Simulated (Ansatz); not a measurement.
Consider the substitution at a C–C bond: `CCCC(C)=O` + `[SiH3][TeH]` → `CC(=O)[Te][SiH3]` + propane.

Calculated with Ansatz (gas phase, PBE0-D4/def2-TZVP geometries, no zero-point term in ΔE). CCSD(T)/CBS is the MP2 limit (def2-TZVPP, def2-QZVPP) plus CCSD(T) − MP2 in def2-TZVPP, frozen cores. DFT in def2-TZVPP. B3LYP here is the variant with VWN-RPA as its local correlation; programs differ in this. def2 core potentials past Kr. For Te outer-core shells are correlated without core-valence functions, which leaves a few kJ/mol of doubt a bond. One conformer a species, not always the lowest.

CCSD(T)/CBS gives -2.6 kcal/mol.

Q: Another level gave -3.0 kcal/mol. Which?
A. B3LYP/def2-TZVPP
B. ωB97M-V/def2-TZVPP
C. PBE0/def2-TZVPP
D. r2SCAN/def2-TZVPP

A: C. PBE0 -3.0, B3LYP -4.0, ωB97M-V -0.6, r2SCAN -5.4 kcal/mol.

Largest T1 diagnostic among the species: 0.015.

From PBE to PBE0 (25 % exact exchange), in def2-TZVPP and without D4, ΔE moves by +3.6 kcal/mol. In def2-TZVPP, CCSD(T) changes the Hartree–Fock value by −5.0 kcal/mol (the triples alone add −1.7 kcal/mol) and MP2 by −6.8 kcal/mol.
